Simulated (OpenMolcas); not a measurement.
A run on Ir3+ among 3 point charges of -0.5 e arranged as a planar triangle (D3h), 2.03 Å from the ion.
```
   2.0300    0.0000    0.0000  -0.50
  -1.0150    1.7580    0.0000  -0.50
  -1.0150   -1.7580    0.0000  -0.50
```

| Property | Result |
| --- | --- |
| Program | OpenMolcas |
| Method | CASSCF |
| Basis | ANO-RCC-VTZP [8s7p5d3f1g] |
| Scalar Hamiltonian | DKH2, point nucleus |
| Active space | 6 electrons in 5 orbitals (5d) |
| State averaging | 2S+1 = 5 even, 5 roots; 2S+1 = 3 even, 45 roots; 2S+1 = 1 even, 50 roots |
| Spin-orbit coupling | state interaction with AMFI integrals over the reference wave functions |

84 basis functions. Blocks (2S+1, parity, CSFs, roots kept): 5, even, 5, 5; 3, even, 45, 45; 1, even, 50, 50.

How long do the RASSCF and RASSI steps take on 1 thread of Arm Neoverse V1, with other jobs on the host?

About 33 s of wall time, without the integral step.
